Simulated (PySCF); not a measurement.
This PySCF input asks for the NMR shieldings of `[Si@H]([C@@H](CNC)[SiH3])(F)CC#N`, C₅H₁₃FN₂Si₂; the geometry comes from GFN2-xTB.

```python
import basis_set_exchange as bse
import numpy as np
from pyscf import gto, dft
from pyscf.prop import nmr

atoms = """
C    -3.104549   -0.238674   -0.226691
N    -1.815882    0.226782   -0.696971
C    -0.672740   -0.371386   -0.031784
C     0.515421    0.526232   -0.365189
Si   -0.259783    2.282092   -0.396621
Si    1.983582    0.283186    0.783424
F     1.536045    0.614339    2.305497
C     2.496723   -1.567664    0.883698
C     2.338338   -2.222708   -0.373549
N     2.189485   -2.722244   -1.392839
H    -3.214124    0.035570    0.822711
H    -3.890733    0.252361   -0.797265
H    -3.227654   -1.326569   -0.317348
H    -1.736972    0.065848   -1.696926
H    -0.506269   -1.422388   -0.316963
H    -0.872065   -0.339462    1.043576
H     0.843081    0.296272   -1.382657
H     0.873275    3.218123   -0.266675
H    -1.133332    2.480976    0.752149
H    -0.896084    2.574694   -1.678034
H     3.142223    1.126357    0.537854
H     1.871661   -2.076428    1.620237
H     3.535602   -1.668326    1.200445
"""
names = dict.fromkeys(["C", "N", "Si", "F", "H"], "pcSseg-1")
basis = {el: gto.basis.parse(bse.get_basis(n, elements=[el], fmt="nwchem")) for el, n in names.items()}
mol = gto.M(atom=atoms, basis=basis, charge=0, verbose=0)
mf = dft.RKS(mol, xc="PBE0")
mf.grids.level = 2
mf.grids.alignment = dft.numint.BLKSIZE   # the property module wants whole blocks of grid points
mf.conv_tol = 1e-9
mf.kernel()

calc = nmr.RKS(mf)   # GIAO
C = mf.mo_coeff
Co = C[:, mf.mo_occ > 0]
resp = mf.gen_response(singlet=True, hermi=2)
def vind(x):   # induced exchange potential for any number of trial vectors
    d = np.einsum("pi,xij,qj->xpq", C, 2 * x.reshape(-1, C.shape[1], Co.shape[1]), Co, optimize=True)
    return np.einsum("xpq,pi,qj->xij", resp(d - d.transpose(0, 2, 1)), C, Co, optimize=True).ravel()
mo1, _ = nmr.rhf.solve_mo1(calc, with_cphf=vind)
sigma = calc.kernel(mo1)
for i, s in enumerate(sigma):   # ppm
    w = np.linalg.eigvalsh((s + s.T) / 2)
    print("%2d %-2s iso %8.1f  s11 %8.1f  s22 %8.1f  s33 %8.1f" % (i, mol.atom_pure_symbol(i), w.mean(), *w))
```

Question: What are the results?

Answer: 
```
 0 C  iso    148.7  s11    128.7  s22    130.7  s33    186.7
 1 N  iso    197.6  s11    171.6  s22    200.7  s33    220.6
 2 C  iso    139.6  s11    119.6  s22    132.7  s33    166.5
 3 C  iso    172.2  s11    153.7  s22    170.9  s33    192.1
 4 Si iso    436.1  s11    396.1  s22    438.5  s33    473.7
 5 Si iso    332.8  s11    282.8  s22    345.4  s33    370.2
 6 F  iso    379.4  s11    359.5  s22    369.3  s33    409.5
 7 C  iso    183.9  s11    167.5  s22    183.0  s33    201.2
 8 C  iso     65.2  s11    -52.3  s22    -43.7  s33    291.5
 9 N  iso    -28.5  s11   -203.6  s22   -186.5  s33    304.6
10 H  iso     29.3  s11     25.0  s22     27.8  s33     35.1
11 H  iso     28.9  s11     24.3  s22     26.3  s33     36.2
12 H  iso     29.0  s11     24.2  s22     26.6  s33     36.2
13 H  iso     31.3  s11     23.5  s22     32.2  s33     38.4
14 H  iso     28.1  s11     22.5  s22     28.5  s33     33.4
15 H  iso     29.6  s11     24.8  s22     31.3  s33     32.6
16 H  iso     30.6  s11     27.1  s22     29.2  s33     35.4
17 H  iso     27.8  s11     24.0  s22     26.1  s33     33.4
18 H  iso     28.0  s11     24.6  s22     26.6  s33     32.7
19 H  iso     27.4  s11     23.1  s22     26.3  s33     32.9
20 H  iso     26.4  s11     23.2  s22     24.1  s33     31.9
21 H  iso     29.9  s11     26.5  s22     27.8  s33     35.4
22 H  iso     29.7  s11     24.4  s22     27.8  s33     37.0
```

These numbers come from an equivalent density-fitted implementation of the same equations, which agrees with the script to about 0.01 ppm for H and up to a few tenths of a ppm for heavy atoms, so last digits may differ.

Question: Turn these shieldings into chemical shifts. References, each an isolated molecule treated in the same way: 13C (186.93 ppm), 29Si (349.16 ppm), 1H (31.72 ppm) vs TMS; NH3 for 15N (267.73 ppm); CFCl3 for 19F (170.95 ppm).

Answer: Averaging equivalent atoms: C 8: 121.8; C 2: 47.3; C 0: 38.3; C 3: 14.7; C 7: 3.0; N 9: 296.2; N 1: 70.1; Si 5: 16.3; Si 4: -87.0; F 6: -208.5; H 20: 5.33; H 17/18/19: 3.97; H 14: 3.60; H 10/11/12: 2.65; H 15: 2.16; H 22: 2.00; H 21: 1.82; H 16: 1.15; H 13: 0.37 ppm. Unscaled 19F shifts against computed CFCl3 carry errors that often reach 10 to 50 ppm. Experimental scales use liquid or dissolved standards, which lie at an offset from isolated NH3 (liquid NH3: subtract about 20 ppm). Unscaled 15N shifts of sp2 nitrogen come out 20 to 40 ppm too high even then.

Size and cost of the density-fitted run: 249 basis functions, 2.4 min wall time on 1 thread of an Arm Neoverse N1, shared host; peak memory 1.2 GiB.
